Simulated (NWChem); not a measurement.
C$_{3}$H$_{6}$OS; SMILES CCSC=O

```xyz
11

C      0.7632     1.8611    -0.4346
C      0.0113     1.1031     0.6570
S     -1.1156    -0.1981     0.0019
C      0.0546    -1.5239    -0.2178
O      1.2357    -1.4737     0.0357
H      1.3955     2.6341     0.0194
H      1.4089     1.1826    -0.9987
H      0.0746     2.3487    -1.1320
H     -0.6296     1.7657     1.2457
H      0.7042     0.5967     1.3339
H     -0.4440    -2.4261    -0.6195
```
Atoms are numbered in this order, from 1.

Results from NWChem. Pople sets run with spherical d functions. The geometry was optimised at B3LYP/6-31G* (spherical d). Vzz is the largest principal value of the second derivative of the potential at the nucleus (NWChem prints the opposite sign); η is the asymmetry. Non-relativistic.

Problem. Order these runs by computing time, cheapest first, and give rough ratios: B3LYP/6-31G*; CAM-B3LYP/def2-SVP; CAM-B3LYP/def2-TZVP.

Solution. B3LYP/6-31G* (1), CAM-B3LYP/def2-SVP (4), CAM-B3LYP/def2-TZVP (30). Ratios are rough, from one shared machine; the cheapest took about 14 core-seconds (a rough figure). What differs between the cheapest and the dearest: Vzz S3 (a.u.) -1.942 → -2.150; η S3 0.90 → 0.95; Vzz O5 (a.u.) -1.621 → -1.696; η O5 0.24 → 0.38.
